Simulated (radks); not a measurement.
Neutral samarium inside a hard spherical wall (all orbitals vanish at R), configuration held at [Xe] 4f6 6s2 and not refilled when levels cross. Method: scalar-relativistic Kohn-Sham, r2SCAN, spin-polarised, spherical densities, finite nucleus; open shells are filled with parallel spins first (spin-orbit coupling, left out, can overturn this in heavy ions); meta-GGA in the generalised Kohn-Sham scheme; Fermi nuclear charge, rms radius 5.0819 fm; computed with a radial shooting solver on a logarithmic mesh with Libxc functionals. Eigenvalues in eV for spin up, with the zero of energy where the potential of the charges vanishes at infinity; a dash marks a level that is unbound or too diffuse for the functional's potential to be trusted. A positive occupied level is held by the wall or, in an anion where self-interaction has pushed it up, behind a barrier. The pressure on the wall is -dE/dV.

R (bohr),E (hartree),kinetic (hartree),e(5s),e(5p),e(4f),e(6s),"e(5d, empty)","e(6p, empty)",pressure (GPa)
free,-10427.9245,11146.060,-45.756,-24.910,-3.926,-3.783,-,-,0
7,-10427.8677,11146.366,-44.232,-23.419,-2.417,-2.307,-0.445,1.452,2.42
6,-10427.7849,11146.701,-43.135,-22.369,-1.312,-0.744,0.666,3.958,8.26
5,-10427.5659,11147.518,-41.274,-20.620,0.633,2.873,2.795,9.400,33.2
2,-10403.4685,11226.495,20.709,49.951,65.216,212.06,97.838,247.12,30200
1.5,-10348.5430,11387.907,136.09,182.25,142.23,538.41,254.07,589.17,220000
